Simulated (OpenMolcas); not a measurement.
A run on Ti2+ among 4 point charges of -1.5 e arranged as a square (D4h), 2.16 Å from the ion.

- Program: OpenMolcas
- Method: SS-CASPT2, IPEA 0.25 Eh, imaginary shift 0.1 Eh (closed shells correlated: 3s 3p)
- Basis: ANO-RCC-VTZP [6s5p3d2f1g]
- Scalar Hamiltonian: DKH2, point nucleus
- Active space: 2 electrons in 5 orbitals (3d)
- State averaging: 2S+1 = 3 even, 10 roots; 2S+1 = 1 even, 15 roots
- Spin-orbit coupling: RASSI with atomic mean-field integrals over the reference wave functions

First CASPT2 step and the start of its output:

```
&CASPT2
Multistate=10 1 2 3 4 5 6 7 8 9 10
NoMult
Frozen=2 3
IPEA=0.25
Imaginary=0.1
MaxIter=60
WThr=0.0 0.3 0.05
PrWF=0.5
NoMix
```

```
--- CASPT2 ---
Orbital specifications:
      -----------------------

      Symmetry species                           1   2
                                                ag  au
      Frozen orbitals                            2   3
      Inactive orbitals                          1   3
      Active orbitals                            5   0
      Secondary orbitals                        22  23
      Deleted orbitals                           0   0
      Number of basis functions                 30  29
Type of calculation                        SS-CASPT2
      Fock operator                              state-specific
      IPEA shift                                 0.25
      Real shift                                 0.00
      Imaginary shift                            0.10
      The input orbitals will be transformed to quasi-canonical
Reference energy:        -855.0560952165
      E2 (Non-variational):      -0.3077786138
      Shift correction:          -0.0003248233
      E2 (Variational):          -0.3081034371
      Total energy:            -855.3641986536
      Residual norm:              0.0000002339
      Reference weight:           0.93992
      Contributions to the CASPT2 correlation energy
      Active & Virtual Only:         -0.0120964215
      One Inactive Excited:          -0.0958203993
      Two Inactive Excited:          -0.1998617931
Reference energy:        -855.0560952165
      E2 (Non-variational):      -0.3077786144
      Shift correction:          -0.0003248240
      E2 (Variational):          -0.3081034385
      Total energy:            -855.3641986549
      Residual norm:              0.0000002339
      Reference weight:           0.93992
      Contributions to the CASPT2 correlation energy
      Active & Virtual Only:         -0.0120964270
...
```

Over all roots the printed reference weights run from 0.00 to 0.95, and roots that are degenerate in the reference spread by up to 0.05 cm-1.

Q: Did the run give usable levels, and if not, why?

A: No. The equations converged, but the reference weight falls to 0.00 for at least one root against 0.95 for the best. A drop of that size marks an intruder state, so the energies of such roots and the levels built on them can't be trusted.
